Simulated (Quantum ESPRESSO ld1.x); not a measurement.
All-electron atom: Au6+ in [Xe] 4f14 5d5. Calculated with ld1.x of Quantum ESPRESSO 7.5: Dirac Kohn-Sham, PBE, spin-unpolarised, spherical densities, point nucleus; open shells fill j = l - 1/2 first. Some entries of the table are withheld. Estimate them.

| orbital | occ. | eigenvalue (hartree) | r(max) (bohr) |
|---|---|---|---|
| 1s1/2 | 2 | -2967.35 | 0.010 |
| 2s1/2 | 2 | -525.826 | 0.060 |
| 2p1/2 | 2 | -504.286 | (1) |
| 2p3/2 | 4 | -436.818 | (2) |
| 3s1/2 | 2 | -126.584 | 0.170 |
| 3p1/2 | 2 | -116.920 | 0.159 |
| 3p3/2 | 4 | -102.029 | 0.173 |
| 3d3/2 | 4 | -86.0230 | 0.135 |
| 3d5/2 | 6 | -82.8232 | 0.140 |
| 4s1/2 | 2 | (3) | 0.382 |
| 4p1/2 | 2 | (4) | 0.382 |
| 4p3/2 | 4 | (5) | 0.411 |
| 4d3/2 | 4 | -15.5934 | 0.404 |
| 4d5/2 | 6 | -14.9280 | 0.414 |
| 5s1/2 | 2 | (6) | 0.844 |
| 4f5/2 | 6 | -6.29338 | 0.373 |
| 4f7/2 | 8 | -6.15263 | 0.376 |
| 5p1/2 | 2 | -5.78330 | 0.893 |
| 5p3/2 | 4 | -5.13628 | 0.967 |
| 5d3/2 | 4 | -3.20799 | 1.13 |
| 5d5/2 | 1 | -3.12373 | 1.15 |
| 6s1/2 | 0 | -2.53907 | 1.88 |
| 6p1/2 | 0 | -2.14102 | 2.07 |
| 6p3/2 | 0 | -2.00219 | 2.20 |

Answer. 
(1) 2p1/2 r(max) (bohr): 0.045
(2) 2p3/2 r(max) (bohr): 0.052
(3) 4s1/2 eigenvalue (hartree): -30.0159
(4) 4p1/2 eigenvalue (hartree): -25.8961
(5) 4p3/2 eigenvalue (hartree): -22.3240
(6) 5s1/2 eigenvalue (hartree): -7.14656
